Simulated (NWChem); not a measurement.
**iodine monochloride (ClI) in NWChem**

```xyz
2

Cl     0.0000     0.0000     1.8075
I      0.0000     0.0000    -0.5798
```
Charge 0, spin multiplicity 1.

Program: NWChem. All single points use one geometry, from B3LYP/def2-SVP with def2 effective core potentials on I, a minimum by its harmonic frequencies.

Symmetry labels belong to the abelian group C2v used in the runs, with the axes of the coordinates shown; states degenerate in a higher group split over its labels.

Effective core potentials replace the inner electrons of I; spin-orbit coupling is left out.

Problem. List the lowest 4 singlet excitations that CIS/def2-SVPD with def2 effective core potentials on I gives, with oscillator strengths.

Solution. 
```json
[
 {"state": "1", "symmetry": "b1", "energy (eV)": "2.90", "wavelength (nm)": "428", "f": "0.000"},
 {"state": "2", "symmetry": "b2", "energy (eV)": "2.90", "wavelength (nm)": "428", "f": "0.000"},
 {"state": "3", "symmetry": "b2", "energy (eV)": "5.60", "wavelength (nm)": "221", "f": "0.001"},
 {"state": "4", "symmetry": "b1", "energy (eV)": "5.60", "wavelength (nm)": "221", "f": "0.001"}
]
```
